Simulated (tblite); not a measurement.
Record of a relaxation.

C4H14AlNO.
Numbering: `[CH3:1][O:2][AlH2-:3][N+:4]([CH3:5])([CH3:6])[CH3:7]` (hydrogens: H8, H9, H10 on C1; H11, H12 on Al3; H13, H14, H15 on C5; H16, H17, H18 on C6; H19, H20, H21 on C7)

Computed with GFN2-xTB (tblite), gas phase: L-BFGS steps from a force-field or distance-geometry start until the largest atomic force falls under 0.01 eV/Å. 7 of its 118 geometries are shown.

Step 0: E = -647.7219 eV, largest atomic force 3.252 eV/Å
```
atom  x, y, z in Å  |  force x, y, z in eV/Å
C1      3.269   -0.583   -0.083   -0.633   0.779   0.263
O2      1.954   -1.078    0.079   -0.796   1.053  -0.164
Al3     0.870    0.339   -0.308    3.145  -0.765  -0.318
N4     -0.944    0.076    0.181   -1.423  -0.312   0.707
C5     -1.663    1.320   -0.025    0.122   1.437  -0.453
C6     -0.999   -0.309    1.590    0.077  -0.703   0.886
C7     -1.627   -0.909   -0.641   -0.935  -0.493  -0.516
H8      3.201    0.516    0.160    0.586  -0.674  -0.714
H9      3.593   -0.761   -1.129    0.109   0.205   0.795
H10     3.965   -0.996    0.669   -0.331  -0.248  -0.468
H11     1.425    1.561    0.565   -0.578  -0.111   0.026
H12     1.021    0.604   -1.877   -0.529  -0.009   0.332
H13    -1.941    1.835    0.908    0.279  -0.239  -0.275
H14    -2.582    1.165   -0.614    0.266   0.319   0.323
H15    -1.024    2.006   -0.625   -0.235  -0.257   0.369
H16    -2.043   -0.541    1.925    0.613   0.432  -0.204
H17    -0.526    0.462    2.258   -0.475  -0.546  -0.773
H18    -0.413   -1.249    1.732   -0.209   0.628  -0.184
H19    -2.697   -0.589   -0.713    0.503  -0.805  -0.033
H20    -1.235   -0.929   -1.677    0.112   0.054   0.532
H21    -1.611   -1.923   -0.221    0.331   0.254  -0.130
```

Step 20: E = -648.6772 eV, largest atomic force 0.380 eV/Å
```
atom  x, y, z in Å  |  force x, y, z in eV/Å
C1      3.370   -0.658   -0.059   -0.140   0.039  -0.001
O2      1.969   -0.671    0.000    0.021   0.315  -0.054
Al3     0.855    0.544   -0.323   -0.045   0.306  -0.150
N4     -1.017    0.035    0.203    0.197   0.062  -0.084
C5     -1.608    1.349   -0.039   -0.142   0.091   0.005
C6     -1.078   -0.348    1.605   -0.039   0.030   0.031
C7     -1.576   -0.983   -0.672   -0.087  -0.042   0.070
H8      3.716    0.376    0.033    0.198  -0.144   0.016
H9      3.692   -1.048   -1.023    0.119  -0.065  -0.061
H10     3.810   -1.261    0.741   -0.109  -0.020   0.039
H11     0.957    1.826    0.630    0.147  -0.261  -0.184
H12     0.462    0.798   -1.853    0.299  -0.058   0.228
H13    -1.718    1.889    0.896    0.067   0.068   0.022
H14    -2.583    1.317   -0.522   -0.109  -0.255   0.008
H15    -0.931    1.911   -0.692   -0.122  -0.036   0.073
H16    -2.103   -0.446    1.966   -0.122  -0.080  -0.005
H17    -0.569    0.414    2.195    0.049   0.047  -0.028
H18    -0.535   -1.282    1.758   -0.085   0.006  -0.095
H19    -2.671   -0.964   -0.621    0.034  -0.195  -0.030
H20    -1.259   -0.825   -1.710   -0.019   0.170   0.254
H21    -1.192   -1.955   -0.359   -0.112   0.022  -0.053
```

Step 39: E = -649.0565 eV, largest atomic force 0.174 eV/Å
```
atom  x, y, z in Å  |  force x, y, z in eV/Å
C1      3.475   -0.763   -0.058   -0.088   0.107  -0.022
O2      2.248   -0.119   -0.192   -0.062  -0.027  -0.019
Al3     0.907    0.823   -0.408   -0.065   0.092   0.045
N4     -0.996    0.068    0.229   -0.002   0.045  -0.040
C5     -1.750    1.296   -0.007    0.005   0.075  -0.005
C6     -1.127   -0.345    1.623    0.006  -0.004  -0.046
C7     -1.489   -0.974   -0.659    0.017  -0.056   0.001
H8      4.273   -0.021    0.066   -0.080  -0.106   0.018
H9      3.692   -1.355   -0.956   -0.030  -0.016   0.154
H10     3.446   -1.408    0.825    0.133  -0.097  -0.055
H11     0.869    2.057    0.547   -0.005  -0.016  -0.019
H12     0.511    0.983   -1.909   -0.035   0.005   0.009
H13    -1.695    1.937    0.867    0.012   0.031   0.022
H14    -2.797    1.107   -0.253   -0.018  -0.082   0.097
H15    -1.283    1.829   -0.838   -0.005  -0.027  -0.055
H16    -2.178   -0.399    1.931    0.001   0.047  -0.026
H17    -0.598    0.369    2.255   -0.009  -0.008  -0.046
H18    -0.683   -1.329    1.768    0.100   0.019  -0.054
H19    -2.549   -1.186   -0.474   -0.016  -0.002   0.003
H20    -1.366   -0.664   -1.697    0.067   0.063   0.054
H21    -0.917   -1.887   -0.505    0.074  -0.045  -0.014
```

Step 58: E = -649.1766 eV, largest atomic force 0.220 eV/Å
```
atom  x, y, z in Å  |  force x, y, z in eV/Å
C1      3.239   -0.900    0.030    0.063  -0.010   0.040
O2      2.071   -0.149   -0.073    0.100  -0.055  -0.064
Al3     0.879    0.960   -0.388    0.090   0.037   0.104
N4     -0.949    0.164    0.185   -0.113  -0.121  -0.054
C5     -1.893    1.257    0.017   -0.064   0.026  -0.008
C6     -0.959   -0.291    1.568    0.028   0.022  -0.043
C7     -1.279   -0.908   -0.737   -0.015  -0.142  -0.020
H8      4.105   -0.238    0.146   -0.094  -0.064   0.015
H9      3.394   -1.501   -0.874   -0.063   0.031   0.062
H10     3.201   -1.575    0.897   -0.064   0.076  -0.070
H11     0.903    2.199    0.561   -0.054  -0.032  -0.022
H12     0.531    1.122   -1.893   -0.024   0.089  -0.061
H13    -1.590    2.083    0.663   -0.061  -0.046  -0.092
H14    -2.921    0.947    0.270    0.193   0.073  -0.076
H15    -1.856    1.595   -1.024   -0.001  -0.012   0.216
H16    -1.978   -0.492    1.925    0.085   0.007  -0.042
H17    -0.503    0.489    2.180   -0.025  -0.021   0.035
H18    -0.361   -1.198    1.668   -0.007   0.092  -0.052
H19    -2.295   -1.292   -0.584    0.058   0.007   0.058
H20    -1.192   -0.538   -1.760    0.014   0.041   0.034
H21    -0.556   -1.717   -0.622   -0.046   0.002   0.041
```

Step 78: E = -649.2172 eV, largest atomic force 0.064 eV/Å
```
atom  x, y, z in Å  |  force x, y, z in eV/Å
C1      3.091   -0.960    0.063   -0.063   0.008  -0.010
O2      2.039   -0.077   -0.153   -0.013   0.023   0.007
Al3     0.884    1.085   -0.404    0.005  -0.004   0.028
N4     -0.907    0.183    0.139    0.012  -0.024   0.011
C5     -1.914    1.222    0.007    0.017  -0.016   0.008
C6     -0.834   -0.263    1.519    0.005   0.015   0.030
C7     -1.203   -0.929   -0.745   -0.013  -0.007  -0.010
H8      4.019   -0.406    0.228    0.024  -0.029   0.004
H9      3.221   -1.616   -0.802    0.020   0.003  -0.042
H10     2.892   -1.582    0.941    0.019  -0.005   0.038
H11     0.854    2.229    0.656    0.011   0.006  -0.024
H12     0.526    1.388   -1.889   -0.005   0.006   0.018
H13    -1.587    2.101    0.561   -0.009  -0.021   0.021
H14    -2.887    0.890    0.384   -0.025   0.004  -0.026
H15    -2.002    1.500   -1.040   -0.002   0.022  -0.033
H16    -1.808   -0.603    1.887   -0.012  -0.005   0.005
H17    -0.482    0.564    2.134    0.010   0.051   0.030
H18    -0.117   -1.076    1.604    0.029  -0.001  -0.026
H19    -2.189   -1.359   -0.539   -0.015  -0.018  -0.003
H20    -1.166   -0.579   -1.776    0.001   0.017  -0.025
H21    -0.439   -1.694   -0.622    0.004  -0.023   0.001
```

Step 98: E = -649.2231 eV, largest atomic force 0.019 eV/Å
```
atom  x, y, z in Å  |  force x, y, z in eV/Å
C1      3.076   -0.973    0.059    0.005   0.001  -0.005
O2      2.039   -0.065   -0.129   -0.007  -0.003  -0.008
Al3     0.888    1.099   -0.390   -0.002  -0.003   0.007
N4     -0.906    0.183    0.138    0.014   0.006   0.006
C5     -1.922    1.212   -0.002    0.005  -0.010   0.001
C6     -0.815   -0.247    1.521   -0.002   0.004   0.008
C7     -1.205   -0.936   -0.739    0.008   0.008  -0.001
H8      4.018   -0.444    0.228   -0.003   0.002  -0.004
H9      3.189   -1.609   -0.823   -0.003   0.001   0.009
H10     2.878   -1.609    0.929   -0.013   0.002  -0.011
H11     0.862    2.256    0.654   -0.006  -0.012   0.006
H12     0.532    1.404   -1.873   -0.004  -0.010  -0.011
H13    -1.643    2.069    0.608    0.004  -0.004   0.001
H14    -2.910    0.852    0.302   -0.017  -0.008   0.003
H15    -1.957    1.536   -1.040    0.012   0.008  -0.004
H16    -1.773   -0.619    1.900   -0.012   0.005  -0.002
H17    -0.486    0.599    2.125    0.002   0.001   0.011
H18    -0.066   -1.034    1.604    0.001   0.008  -0.002
H19    -2.196   -1.359   -0.536    0.001  -0.003   0.005
H20    -1.163   -0.591   -1.772    0.008  -0.001  -0.005
H21    -0.449   -1.708   -0.608    0.007   0.007  -0.004
```

Step 117: E = -649.2250 eV, largest atomic force 0.009 eV/Å
```
atom  x, y, z in Å  |  force x, y, z in eV/Å
C1      3.054   -0.987    0.043    0.007  -0.005  -0.001
O2      2.030   -0.067   -0.148   -0.004   0.005   0.000
Al3     0.884    1.106   -0.398   -0.001   0.001   0.006
N4     -0.900    0.193    0.151    0.006   0.003  -0.004
C5     -1.928    1.207   -0.003    0.003  -0.001  -0.002
C6     -0.818   -0.233    1.537   -0.001  -0.001  -0.003
C7     -1.169   -0.930   -0.729    0.002  -0.002   0.000
H8      4.001   -0.471    0.223    0.001   0.003   0.000
H9      3.168   -1.621   -0.842   -0.004   0.002  -0.002
H10     2.840   -1.627    0.906   -0.004   0.000  -0.003
H11     0.856    2.259    0.647    0.006   0.002   0.000
H12     0.524    1.404   -1.883   -0.003  -0.004   0.004
H13    -1.691    2.051    0.642   -0.001   0.002  -0.001
H14    -2.921    0.820    0.249   -0.002   0.004  -0.001
H15    -1.923    1.559   -1.033   -0.003  -0.002   0.001
H16    -1.778   -0.611    1.906   -0.006   0.000   0.001
H17    -0.502    0.617    2.144   -0.003  -0.001   0.000
H18    -0.064   -1.012    1.630    0.001  -0.001  -0.002
H19    -2.148   -1.381   -0.529   -0.002   0.002   0.007
H20    -1.133   -0.580   -1.761    0.004  -0.003   0.000
H21    -0.391   -1.681   -0.600    0.004  -0.003  -0.001
```

Q: Summarise the path.

A: The energy falls by 34.66 kcal/mol from step 0 to step 117; nine tenths of that is first reached at step 42. It rises by more than 0.2 meV at step 25. The largest force goes from 3.252 to 0.009 eV/Å. Among the bonds Al3–N4 changes most, from 1.897 to 2.078 Å; the atoms move by 0.808 Å rms after alignment.

What follows is the cost of the whole relaxation. Time: 1.5 s. Hardware: Arm Neoverse N1, one thread, shared host with 64 logical CPUs at a one-minute load of 60.
